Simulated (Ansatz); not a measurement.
Dissociation curve of Ga2, triplet.

- ROCCSD(T) = Ansatz (a quantum-chemistry and plane-wave program) with CCSD(T) on ROHF/aug-cc-pVDZ, cores with 3d frozen
- UKS-PBE = unrestricted PBE/aug-cc-pVDZ (Ansatz)
- UCCSD(T) = CCSD(T) on UHF/aug-cc-pVDZ, cores with 3d frozen in Ansatz
- UKS-CAM-B3LYP = unrestricted CAM-B3LYP/aug-cc-pVDZ run with Ansatz
- UCCSDT(Q) = CCSDT(Q) on UHF/aug-cc-pVDZ, cores with 3d frozen (Ansatz)
- ROCCSDT(Q) = CCSDT(Q)/B on ROHF/aug-cc-pVDZ, cores with 3d frozen run with Ansatz
- FCI = full CI/aug-cc-pVDZ, cores with 3d frozen (Ansatz)

Cost and agreement with FCI over the 16 points of the scan, with FCI as yardstick. Costs are rough ratios of core time within Ansatz on shared cores, each with its mean field (Kohn-Sham runs search longer for lower solutions than correlated ones do); the miss is the largest difference from FCI of the curve after the mean shift, in mEh.

Problem. Which is the cheapest of these levels that stays within 3.0 mEh of FCI?

Solution. ROCCSD(T).

```
level          relative cost  largest difference
-------------  -------------  ------------------
ROCCSD(T)                  1                 2.9
UKS-PBE                    2                 8.9
UCCSD(T)                   2                 3.2
UKS-CAM-B3LYP              2                 4.7
UCCSDT(Q)                  4                 0.6
ROCCSDT(Q)                 4                 0.4
```

Costs within a factor of two of each other count as equal.

The scan ran from 2.17 to 7.93 Å; beyond the distances shown full CI changes its symmetry label. The T1 diagnostic of CCSD on the restricted reference of ROCCSD(T), ROCCSDT(Q) exceeds 0.045 at 3.70 to 4.09 Å.
